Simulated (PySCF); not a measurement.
# One molecule, several mistakes: B2H3N2 cation

Calculated results; nothing here was measured. They come from PySCF 2.14.0, an open-source quantum chemistry program, on an isolated molecule that a program drew, which may never have been made. The molecule is B2H3N2 cation (charge +1, singlet), drawn as the SMILES string `[BH+]NB=N`.

Each row is a Hartree-Fock (HF) and frozen-core CCSD(T) single point in the cc-pVDZ basis, meant for a local HF minimum. Run 1 is clean. Each other run has one planted mistake out of seven kinds, and not every kind appears here: one electron removed, one electron added, multiplicity raised by two, geometry at a saddle point, minimal basis STO-3G, one bond length entered in bohr, all coordinates scaled. The reference is restricted for singlets and unrestricted otherwise, and also for a bond in bohr. Adding or removing an electron swaps singlet and doublet. Electrons count all cores. HOMO and LUMO are orbital energies over both spins, the gradient is its largest component, and the lowest frequency (negative if imaginary) is given only where the gradient is small. Bond lengths are over the 6 bonds as drawn. T1 is the CCSD diagnostic: over 0.02 (restricted) or 0.045 (unrestricted) a single reference is doubtful.

Geometry of the clean run:
```xyz
7
B2H3N2 cation, angstrom
B    -0.7456    1.9690    2.4670
N     0.1590    1.0182    2.5601
B     0.2767   -0.1218    1.6585
N     0.3428   -1.0539    0.8901
H    -1.5510    2.8137    2.3829
H     0.8392    1.0634    3.3135
H     0.4129   -1.8239    0.2713
```

| run | electrons | basis functions | <S^2> | HOMO (eV) | LUMO (eV) | gradient (hartree/bohr) | lowest frequency (cm^-1) | mean bond (Å) | longest bond (Å) | T1 | HF (hartree) | CCSD(T) (hartree) | mistake |
|---|---|---|---|---|---|---|---|---|---|---|---|---|---|
| 1 | 26 | 71 | 0.000 | -16.31 | -4.67 | 1.2e-05 | 169 | 1.1934 | 1.458 | 0.0183 | -159.78773 | -160.29076 | no fault |
| 2 | 26 | 71 | 0.678 | -15.41 | -4.58 | 5.3e-02 | - | 1.3402 | 1.871 | 0.0725 | -159.60708 | -160.12247 | one bond length entered in bohr |
| 3 | 26 | 71 | 0.000 | -15.71 | -4.86 | 5.7e-02 | - | 1.2685 | 1.550 | 0.0222 | -159.75671 | -160.27837 | all coordinates scaled |
| 4 | 25 | 71 | 0.762 | -25.69 | -12.77 | 1.4e-01 | - | 1.1934 | 1.458 | 0.0187 | -159.26540 | -159.70622 | one electron removed |
| 5 | 26 | 23 | 0.000 | -15.11 | -2.12 | 6.2e-02 | - | 1.1934 | 1.458 | 0.0247 | -157.78432 | -158.03704 | ? |
| 6 | 26 | 71 | 2.030 | -11.88 | -7.47 | 1.9e-01 | - | 1.1934 | 1.458 | 0.0368 | -159.66186 | -160.12671 | ? |

**Which mistake was planted in run 5, and what did it cost?**

It has 23 basis functions where the clean run has 71, with the same electrons and geometry. So the mistake is: minimal basis STO-3G. Subtracting run 1 and multiplying by 627.51 kcal/mol a hartree, the energy moved by 1257.2 kcal/mol in HF and 1414.2 kcal/mol in CCSD(T).

**Which mistake was planted in run 6, and what did it cost?**

Electrons, basis and geometry are unchanged, and <S^2> is 2.030, beside S(S+1) = 2.00 for a multiplicity of 3. So the mistake is: multiplicity raised by two. Subtracting run 1 and multiplying by 627.51 kcal/mol a hartree, the energy moved by 79.0 kcal/mol in HF and 102.9 kcal/mol in CCSD(T).

Cautions from the logs. Run 2: T1 is over the limit, so its CCSD(T) energy is less reliable; run 3: T1 is over the limit, so its CCSD(T) energy is less reliable; run 5: T1 is over the limit, so its CCSD(T) energy is less reliable.
